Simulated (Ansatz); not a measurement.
Reaction (ligand exchange at a Ga–O bond): `[SiH3][O][Ga]([Cl])[Cl]` + `N=C=O` → `O=C=[N][Ga]([Cl])[Cl]` + `O[SiH3]`

Gas-phase electronic energies from Ansatz, PBE0-D4/def2-TZVP geometries. CBS: MP2 limit from def2 TZ/QZ plus the TZ coupled-cluster correction, frozen cores. This one scheme is used for every species. Functionals use def2-TZVPP. B3LYP here is the variant with VWN-RPA as its local correlation; programs differ in this. HSE06 is defined as in plane-wave codes. For Ga outer-core shells are correlated without core-valence functions, which leaves a few kJ/mol of doubt a bond. Scalar relativity is left out up to krypton. Each species was taken in one conformer, which may not be the lowest.

`[SiH3][O][Ga]([Cl])[Cl]`:

Cartesian coordinates in Å:
```
Si 0.963 -0.676 0.860
O 0.404 0.520 -0.115
Ga -1.032 0.921 -1.038
Cl -2.695 -0.387 -1.055
Cl -1.063 2.727 -2.126
H 0.113 -1.892 0.753
H 0.959 -0.205 2.269
H 2.351 -1.007 0.452
```

`N=C=O`:

Cartesian coordinates in Å:
```
N 0.362 0.402 0.542
C -0.426 -0.183 -0.163
O -1.282 -0.706 -0.747
H 1.347 0.487 0.367
```

`O=C=[N][Ga]([Cl])[Cl]`:

Cartesian coordinates in Å:
```
O 1.294 0.390 2.531
C 0.767 -0.030 1.586
N 0.225 -0.541 0.639
Ga -0.486 -0.099 -0.966
Cl -1.309 -1.627 -2.159
Cl -0.490 1.907 -1.630
```

`O[SiH3]`:

Cartesian coordinates in Å:
```
O -1.005 0.407 0.684
Si 0.208 -0.265 -0.207
H -0.905 1.318 0.959
H 0.417 0.463 -1.488
H -0.214 -1.657 -0.483
H 1.499 -0.265 0.535
```

| level | ΔE (kJ/mol) | difference from CCSD(T)/CBS |
| --- | --- | --- |
| LDA (SPW92) | -1.2 | 3.6 |
| PBE-D4 | -1.8 | 3.0 |
| revPBE-D4 | -3.7 | 1.1 |
| BLYP-D4 | 1.5 | 6.3 |
| r2SCAN-D4 | -1.2 | 3.6 |
| B97M-V | -1.6 | 3.2 |
| B3LYP-D4 | -1.3 | 3.5 |
| r2SCANh-D4 | -2.7 | 2.1 |
| r2SCAN0-D4 | -4.8 | 0.0 |
| HSE06-D4 | -5.5 | -0.7 |
| BHLYP-D4 | -3.6 | 1.2 |
| CAM-B3LYP-D4 | -1.6 | 3.2 |
| ωB97X-V | -3.4 | 1.4 |
| ωB97M-V | -4.0 | 0.8 |
| B2PLYP | -3.3 | 1.5 |
| PBE | -3.0 | 1.8 |
| revPBE | -4.2 | 0.6 |
| r2SCAN | -1.5 | 3.3 |
| PBE0 | -6.6 | -1.8 |
| B3LYP | -3.3 | 1.5 |
| r2SCANh | -3.1 | 1.7 |
| r2SCAN0 | -5.3 | -0.5 |
| HSE06 | -6.8 | -2.0 |
| BHLYP | -6.5 | -1.7 |
| CAM-B3LYP | -3.1 | 1.7 |
| LC-ωPBE | -5.4 | -0.6 |
| RPA@PBE/def2-TZVPP | -2.0 | 2.8 |
| HF/def2-SVP | -8.3 | -3.5 |
| MP2/def2-SVP | -0.1 | 4.7 |
| CCSD/def2-SVP | 0.6 | 5.4 |
| CCSD(T)/def2-SVP | 1.7 | 6.5 |
| HF/def2-TZVPP | -11.0 | -6.2 |
| MP2/def2-TZVPP | -6.0 | -1.2 |
| SCS-MP2/def2-TZVPP | -4.8 | 0.0 |
| CCSD/def2-TZVPP | -5.1 | -0.3 |
| CCSD(T)/def2-TZVPP | -4.1 | 0.7 |
| MP2/def2-QZVPP | -6.0 | -1.2 |
| SCS-MP2/def2-QZVPP | -4.8 | 0.0 |
| HF/CBS(def2) | -9.8 | -5.0 |
| CCSD/CBS(def2) | -5.8 | -1.0 |
| CCSD(T)/CBS | -4.8 | 0 |

Largest T1 diagnostic among the species: 0.018.

From r2SCAN to r2SCAN0 (25 % exact exchange), in def2-TZVPP and without D4, ΔE moves by −3.8 kJ/mol. Leaving LDA and LC-ωPBE aside and taking each functional with its dispersion term where it has one, the values, not all of them listed here, spread over 8.8 kJ/mol, from PBE-QIDH to BLYP-D4. In def2-TZVPP, CCSD(T) changes the Hartree–Fock value by +6.9 kJ/mol (the triples alone add +1.0 kJ/mol) and MP2 by +5.0 kJ/mol.
